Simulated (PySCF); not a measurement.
Highest harmonic wavenumber (cm⁻¹) of eight silicon and germanium compounds: PBE-D3(BJ) beside B3LYP-D3(BJ), computed with PySCF for isolated molecules in the bases named; differences from unrounded values. The eight are the first of their class met in an unordered collection, after screening for sound electronic states; none was chosen by its value. Each level has its own optimised geometry.

```
molecule                                                 basis  B3LYP-D3(BJ)  PBE-D3(BJ)  difference
----------------------------------------------------  --------  ------------  ----------  ----------
silacyclobutane (C3H8Si), SMILES C1C[SiH2]C1          def2-SVP          3126        3075         -51
CH₇NSi₃, SMILES [SiH3][Si@H]1N=C[SiH2]1               def2-SVP          3007  (withheld)  (withheld)
C2H5FOSi2, SMILES [Si@H]1(C(C[SiH2]1)=O)F             def2-SVP          3119        3063         -55
C2H4ClFSi2, SMILES [SiH2](C#C)[Si@H](F)Cl             def2-SVP          3455        3390         -65
Si(F)(Cl)(Br)(OH) (BrClFHOSi), SMILES O[Si](F)(Br)Cl  def2-SVP          3868  (withheld)  (withheld)
C3H10Si3, SMILES [C@@H]1(C(=C)[SiH2][SiH2]1)[SiH3]    def2-SVP          3205  (withheld)  (withheld)
Si(Cl)3(NH2) (Cl3H2NSi), SMILES N[Si](Cl)(Cl)Cl       def2-SVP          3676        3596         -80
C2H5NO2Si, SMILES O[Si@@H]1C=NCO1                     def2-SVP          3868        3757        -111
```

Some entries are withheld; supply them. (An estimate is asked for; the answer gives what the named calculation found.)


- C3H10Si3, SMILES [C@@H]1(C(=C)[SiH2][SiH2]1)[SiH3], PBE-D3(BJ): 3148
- C3H10Si3, SMILES [C@@H]1(C(=C)[SiH2][SiH2]1)[SiH3], difference: -58
- CH₇NSi₃, SMILES [SiH3][Si@H]1N=C[SiH2]1, PBE-D3(BJ): 2937
- CH₇NSi₃, SMILES [SiH3][Si@H]1N=C[SiH2]1, difference: -70
- Si(F)(Cl)(Br)(OH) (BrClFHOSi), SMILES O[Si](F)(Br)Cl, PBE-D3(BJ): 3757
- Si(F)(Cl)(Br)(OH) (BrClFHOSi), SMILES O[Si](F)(Br)Cl, difference: -110

PBE-D3(BJ) lies below B3LYP-D3(BJ) in 8 and above it in 0 of the eight; the mean signed difference is -75 and the largest -111 cm⁻¹.
